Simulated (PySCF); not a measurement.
CCl₃, SMILES Cl[C-](Cl)Cl, charge -1. Coordinates come from a r2SCAN-D4/def2-SVPD optimisation.

Problem. Give the equilibrium geometry at r2SCAN-D4/def2-SVPD (PySCF confirms it by a frequency run) as Cartesian coordinates in Å, and its point group. (Estimate from the structure and the level; the computed values follow.)

Solution. point group C3v.
```xyz
4

C      0.0000     0.0000    -0.7438
Cl     1.5003    -0.8662     0.0875
Cl     0.0000     1.7324     0.0875
Cl    -1.5003    -0.8662     0.0875
```
Charge -1, spin multiplicity 1.
